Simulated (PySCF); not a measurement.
Orbital picture of LaSi

PBE0 at R = 2.608 Å; La def2-TZVPP with ECP46, Si def2-TZVPP; scalar-relativistic core potentials (PySCF 2.14). State: quartet, about 0.0 electrons in the 4f shell (Mulliken). Only the outer orbitals are listed, counted within each symmetry, core potentials removing the inner ones.

```csv
spin,orbital,occ.,ε (eV),on La (%),main shells (%)
α,5σ,1,-23.97,96,96 La p
α,2π,1,-23.86,100,100 La p
α,2π,1,-23.72,100,100 La p
α,6σ,1,-11.44,12,88 Si s
α,7σ,1,-5.32,34,"61 Si p, 26 La d"
α,3π,1,-5.26,38,"61 Si p, 34 La d"
α,3π,1,-4.68,46,"52 Si p, 43 La d"
α,8σ,1,-4.06,100,"67 La s, 31 La d"
α,1δ,0,-1.83,99,"85 La d, 11 La s"
α,1δ,0,-1.82,99,99 La d
α,4π,0,-1.53,86,"47 La p, 39 La d, 13 Si p"
β,2π,1,-23.48,100,100 La p
β,2π,1,-23.18,100,100 La p
β,5σ,1,-23.09,97,97 La p
β,6σ,1,-9.83,12,88 Si s
β,3π,1,-4.29,44,"55 Si p, 41 La d"
β,7σ,0,-2.24,60,"41 La s, 37 Si p, 10 La d"
β,3π,0,-2.19,47,"52 Si p, 45 La d"
β,8σ,0,-1.74,90,"49 La d, 40 La s, 10 Si p"
```

Which are the highest filled and the lowest empty level, where do they sit, and how wide is the gap?

Highest filled α 8σ at -4.06 eV (in %: 67 La s, 31 La d); lowest empty β 7σ at -2.24 eV (in %: 41 La s, 37 Si p, 10 La d); the gap at PBE0 is 1.82 eV.

* bond order (Mayer): 2.23
* ⟨S²⟩: 3.757
* charge on La (Mulliken, basis-dependent): 0.23
* charge on La (Löwdin, basis-dependent): -0.21
* dipole moment (positive dipole means La(−)Si(+)): -5.07 D
* polarisability along the bond: 219.4 bohr³
* polarisability across the bond: 202.5 bohr³

Spin–orbit coupling is left out. With d or f electrons several states lie close, and the lowest PBE0 determinant need not be the measured ground state.
